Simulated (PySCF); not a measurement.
**Electron correlation in Ba (barium, neutral)**

[Xe] 6s2, closed-shell 1S. Computed with PySCF 2.14 in x2c-TZVPPall with one added diffuse shell each of s, p, d type (12s8p7d2f1g, 94 functions), with scalar relativity by spin-free X2C-1e. Frozen: [Xe]; 2 electrons correlated.

With two correlated electrons CCSD is exact within the correlated space (frozen core and kept virtual orbitals).

```
level  correlation energy (mhartree)
 CCSD                         -23.82
```

Diagnostics: T1 = 0.016, D1 = 0.0231, largest double amplitude 0.072.

Cost of the coupled-cluster step: about 4 core-seconds, for 2 correlated electrons.

Iterations:

```
CC2 = 0
CCSD nocc = 1, nmo = 67
frozen orbitals [0, 1, 2, 3, 4, 5, 6, 7, 8, 9, 10, 11, 12, 13, 14, 15, 16, 17, 18, 19, 20, 21, 22, 23, 24, 25, 26]
max_cycle = 100
direct = 0
conv_tol = 1e-08
conv_tol_normt = 1e-06
diis_space = 8
diis_start_cycle = 0
Init t2, MP2 energy = -8131.61810368174  E_corr(MP2) -0.0170735487841195
Init E_corr(CCSD) = -0.0170735487842399
cycle = 1  E_corr(CCSD) = -0.0206226832440509  dE = -0.00354913446  norm(t1,t2) = 0.0511456
cycle = 2  E_corr(CCSD) = -0.022235146032355  dE = -0.00161246279  norm(t1,t2) = 0.025385
cycle = 3  E_corr(CCSD) = -0.0238100716105818  dE = -0.00157492558  norm(t1,t2) = 0.0132554
cycle = 4  E_corr(CCSD) = -0.0238115355202293  dE = -1.46390965e-06  norm(t1,t2) = 0.00176293
cycle = 5  E_corr(CCSD) = -0.0238185986596051  dE = -7.06313938e-06  norm(t1,t2) = 0.000782561
cycle = 6  E_corr(CCSD) = -0.0238209125991068  dE = -2.3139395e-06  norm(t1,t2) = 0.000345537
cycle = 7  E_corr(CCSD) = -0.0238181935437076  dE = 2.7190554e-06  norm(t1,t2) = 0.00010408
cycle = 8  E_corr(CCSD) = -0.0238207128555297  dE = -2.51931182e-06  norm(t1,t2) = 1.95342e-05
cycle = 9  E_corr(CCSD) = -0.0238199435442348  dE = 7.69311295e-07  norm(t1,t2) = 5.35034e-06
cycle = 10  E_corr(CCSD) = -0.0238201397394025  dE = -1.96195168e-07  norm(t1,t2) = 1.67143e-06
cycle = 11  E_corr(CCSD) = -0.023820136914824  dE = 2.82457848e-09  norm(t1,t2) = 1.49868e-07
CCSD converged
E(CCSD) = -8131.624850269867  E_corr = -0.02382013691482403
```
